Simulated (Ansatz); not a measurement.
Abridged output of a molecular run in Ansatz:

```
Functional definition: HF
1070 factors; integrals over basis functions are off by at most 1.1e-3 eV
mean field evaluation 1: about -19802.5974 eV, gradient 3.8e1 eV
mean field evaluation 2: about -19802.6022 eV, gradient 3.8e1 eV
mean field evaluation 4: about -19806.4993 eV, gradient 4.8e0 eV
mean field evaluation 8: about -19806.5827 eV, gradient 1.2e-1 eV
mean field evaluation 16: about -19806.5659 eV, gradient 2.2e0 eV
mean field -19806.58272333 eV, -727.8784896985 hartree, gradient 8.3e-7 eV, S^2 0.000000; 0 other end points of the search recorded, 0 dependent functions left out
13 core orbitals not correlated: weight in the atoms' cores, before any rotation towards them, 1.000 or more for the frozen orbitals, at most 0.000 for the correlated occupied ones
reference -19806.58272333 eV, -727.8784896985 hartree; 14, 14 occupied and 81, 81 virtual orbitals, 1070 factors
second order -17.40631323 eV of doubles, -0.00000000 eV of singles
cycle   1  -17.98366032 eV  change   -5.8e-1 eV  update   1.1e-1
cycle   2  -18.61588212 eV  change   -6.3e-1 eV  update   3.4e-2
cycle   3  -18.74227473 eV  change   -1.3e-1 eV  update   1.5e-2
cycle   4  -18.74338086 eV  change   -1.1e-3 eV  update   4.0e-3
cycle   5  -18.74617249 eV  change   -2.8e-3 eV  update   1.6e-3
cycle   6  -18.74659324 eV  change   -4.2e-4 eV  update   4.1e-4
cycle   7  -18.74664601 eV  change   -5.3e-5 eV  update   1.4e-4
cycle   8  -18.74674452 eV  change   -9.9e-5 eV  update   4.1e-5
cycle   9  -18.74675559 eV  change   -1.1e-5 eV  update   1.3e-5
perturbative correction -0.62409056 eV, -0.0229349049 hartree
Total energy: -19825.95356948 eV, -728.5903551642 hartree
```

Its atoms:

Cartesian coordinates in Å:
```
N -3.0676 -0.8313 -1.2565
C -2.1239 -0.9474 -0.6056
Si -0.5977 -1.0998 0.4503
N 0.1720 0.4066 0.6804
Si 1.3876 1.1438 -0.3159
H -1.0734 -1.6587 1.7349
H 0.3008 -2.0213 -0.2746
H -0.2231 0.9917 1.4043
H 0.8570 2.3038 -1.0785
H 1.8472 0.0946 -1.2584
H 2.5212 1.6180 0.5197
```

**Question.** Which basis set was used?
A. def2-SVPD
B. def2-TZVPPD
C. def2-SVP
D. def2-TZVPP

**Answer.** C. It gives 108 functions.

**Question.** Write the keys of the input that set method, charge and spin (a neutral closed shell needs none for the last two).

**Answer.** 
```yaml
correlation: {method: ccsd_t}
```
